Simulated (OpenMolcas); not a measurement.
How basis sets differ on C2H2Cl2Sn (SMILES C#[C][SnH]([Cl])[Cl])

C2H2Cl2Sn has 7 atoms, charge 0, and is taken as a singlet. SMILES: `C#[C][SnH]([Cl])[Cl]`. The coordinates come from a PBE0-D4/def2-TZVP relaxation.

Quantity: the dipole moment, in D. The values are calculated.

```
                                     level          kind     program  value (D)  CPU time
                         HF/ANO-R0 (sfX2C)  Hartree–Fock  OpenMolcas       1.83      11 s
                      HF/ANO-RCC-MB (DKH2)  Hartree–Fock  OpenMolcas       3.38       7 s
                                 HF/STO-3G  Hartree–Fock  OpenMolcas       3.73     6.5 s
                                  HF/3-21G  Hartree–Fock  OpenMolcas       4.46     9.4 s
HF/def2-SVP (RICD fitting, core potential)  Hartree–Fock  OpenMolcas       3.10       3 s
              HF/def2-SVP (core potential)  Hartree–Fock  OpenMolcas       3.10      18 s
```

All-electron rows without a relativistic Hamiltonian named are non-relativistic, while core potentials hold scalar relativity, so basis and relativity change together. The values span 1.83 to 4.46 D. Magnitudes only. Sets without polarisation functions give poor dipoles. CPU times are rough (shared hosts, several kinds of processor and program).
